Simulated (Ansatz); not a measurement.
`BN([SiH3])C=C`. Total charge 0; spin multiplicity 1.

```json
{"atom": "B1", "x (Å)": "1.803", "y (Å)": "-0.031", "z (Å)": "-0.722"}
{"atom": "N2", "x (Å)": "0.494", "y (Å)": "-0.019", "z (Å)": "-0.205"}
{"atom": "Si3", "x (Å)": "-0.666", "y (Å)": "-1.277", "z (Å)": "-0.641"}
{"atom": "C4", "x (Å)": "0.091", "y (Å)": "1.002", "z (Å)": "0.670"}
{"atom": "C5", "x (Å)": "-1.109", "y (Å)": "1.129", "z (Å)": "1.226"}
{"atom": "H6", "x (Å)": "2.558", "y (Å)": "0.842", "z (Å)": "-0.400"}
{"atom": "H7", "x (Å)": "2.132", "y (Å)": "-0.905", "z (Å)": "-1.466"}
{"atom": "H8", "x (Å)": "-1.118", "y (Å)": "-1.988", "z (Å)": "0.581"}
{"atom": "H9", "x (Å)": "0.019", "y (Å)": "-2.207", "z (Å)": "-1.562"}
{"atom": "H10", "x (Å)": "-1.848", "y (Å)": "-0.664", "z (Å)": "-1.299"}
{"atom": "H11", "x (Å)": "0.874", "y (Å)": "1.726", "z (Å)": "0.877"}
{"atom": "H12", "x (Å)": "-1.921", "y (Å)": "0.433", "z (Å)": "1.051"}
{"atom": "H13", "x (Å)": "-1.309", "y (Å)": "1.960", "z (Å)": "1.889"}
```

(1) List the harmonic frequencies (cm⁻¹, unscaled) at PBE0-D4/def2-TZVP in Ansatz. (An estimate is asked.)

(2) Is this a minimum?

(3) Give the ideal-gas thermochemistry at 298.15 K and 1 bar (rigid rotor, harmonic oscillator; point group Cs, symmetry number 1).

(4) Rotational constants (cm⁻¹)?

## Answers

(1) Ansatz gave: 126, 168, 224, 262, 347, 477, 510, 660, 688, 699, 749, 881, 898, 941, 941, 959, 1005, 1018, 1022, 1200, 1256, 1345, 1377, 1451, 1707, 2234, 2235, 2278, 2580, 2670, 3171, 3182, 3264.

(2) Yes, all 33 modes are real.

(3) Zero-point energy 254.4 kJ/mol; H(298) − E = 274.7 kJ/mol; entropy 332.8 J/(mol·K), of which translation 164.3, rotation 110.5, vibration 58.0; G(298) − E = 175.5 kJ/mol.

(4) 0.1722, 0.1246, 0.07416.
